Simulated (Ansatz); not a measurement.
Coupled-cluster run, C₂H₆BN (`BNC=C`).

```yaml
crystal:
  periodic: [false, false, false]
  atoms:
    - {symbol: B, position_ang: [-0.405537, 1.640356, -0.774072]}
    - {symbol: N, position_ang: [0.080921, 0.661476, 0.092311]}
    - {symbol: C, position_ang: [-0.047555, -0.714162, -0.062083]}
    - {symbol: C, position_ang: [0.425337, -1.626914, 0.779221]}
    - {symbol: H, position_ang: [-0.995401, 1.293662, -1.754797]}
    - {symbol: H, position_ang: [-0.215155, 2.788398, -0.504631]}
    - {symbol: H, position_ang: [0.581463, 0.936430, 0.925673]}
    - {symbol: H, position_ang: [-0.586330, -0.997736, -0.960123]}
    - {symbol: H, position_ang: [0.965032, -1.353270, 1.679607]}
    - {symbol: H, position_ang: [0.280325, -2.679540, 0.581894]}
basis:
  gaussian: {orbitals: def2-SVP}
correlation: {method: ccsd_t}
```

```sh
$ ansatz run in.yaml --threads 4 --pin off --events-out ev --progress --plain --max-ram 10444MiB
```

The program prints (abridged):

```
Functional definition: HF
886 factors; integrals over basis functions are off by at most 1.5e-3 eV
mean field evaluation 1: about -4304.0806 eV, gradient 2.8e1 eV
mean field evaluation 2: about -4304.0858 eV, gradient 2.8e1 eV
mean field evaluation 4: about -4306.3649 eV, gradient 3.3e0 eV
mean field evaluation 8: about -4306.3957 eV, gradient 1.4e-4 eV
mean field -4306.39574566 eV, -158.2571246730 hartree, gradient 2.4e-6 eV, S^2 0.000000; 0 other end points of the search recorded, 0 dependent functions left out
4 core orbitals not correlated: weight in the atoms' cores, before any rotation towards them, 1.000 or more for the frozen orbitals, at most 0.000 for the correlated occupied ones
reference -4306.39574566 eV, -158.2571246730 hartree; 11, 11 occupied and 71, 71 virtual orbitals, 886 factors
second order -14.18225549 eV of doubles, -0.00000000 eV of singles
cycle   1  -14.88862612 eV  change   -7.1e-1 eV  update   9.0e-2
cycle   2  -15.32879150 eV  change   -4.4e-1 eV  update   2.9e-2
cycle   3  -15.42130525 eV  change   -9.3e-2 eV  update   1.5e-2
cycle   4  -15.41691050 eV  change    4.4e-3 eV  update   5.0e-3
cycle   5  -15.41642877 eV  change    4.8e-4 eV  update   2.1e-3
cycle   6  -15.41645363 eV  change   -2.5e-5 eV  update   7.1e-4
cycle   7  -15.41618687 eV  change    2.7e-4 eV  update   2.6e-4
cycle   8  -15.41619067 eV  change   -3.8e-6 eV  update   7.3e-5
cycle   9  -15.41619050 eV  change    1.6e-7 eV  update   2.4e-5
perturbative correction -0.51051789 eV, -0.0187611866 hartree
Total energy: -4322.32245406 eV, -158.8424204111 hartree
```

Hardware: 4 threads of an AMD EPYC 7R43 on a shared host. Wall time 1.5 s, peak host memory 0.41 GiB.

MP2 recovers 89.0 % of the CCSD(T) correlation energy and the triples give 3.2 %; T1 = 0.0141.
